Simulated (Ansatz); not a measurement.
Two isomers of C6H4N2: A = `N#Cc1cccnc1`, B = `N#Cc1ccccn1`.

Program: Ansatz. Geometries: PBE0-D4/def2-TZVP. ΔE: electronic, gas phase. CCSD(T)/CBS adds triple-zeta CCSD(T) − MP2 to the extrapolated MP2 energy (def2 sets, frozen cores). DFT in def2-TZVPP.

Task: Which isomer does CCSD(T)/CBS put lower? Give the gap. (Best estimate.)

Result: Ansatz gave: A, by 1.0 kcal/mol.

Task: Give E(B) − E(A) in kcal/mol with PBE-D4, r2SCAN-D4, BLYP-D4, CCSD/def2-TZVPP, CCSD(T)/def2-SVP, B2PLYP, LDA (SPW92). (Estimate.)

Result: The calculation gave: PBE-D4 1.3, r2SCAN-D4 1.2, BLYP-D4 1.2, CCSD/def2-TZVPP 1.0, CCSD(T)/def2-SVP 0.8, B2PLYP 1.0, LDA (SPW92) 1.2. None reverses the order clearly.

Task: Does the order hold for the free energy at 298.15 K (harmonic terms from PBE0-D4)? (Best estimate.)

Result: The calculation gave: Yes: G(B) − G(A) = +0.9 kcal/mol.

Largest T1 diagnostic: 0.014.

Leaving LDA and LC-ωPBE aside and taking each functional with its dispersion term where it has one, the values, not all of them listed here, spread over 0.3 kcal/mol, from ωB97M-V to BHLYP-D4.
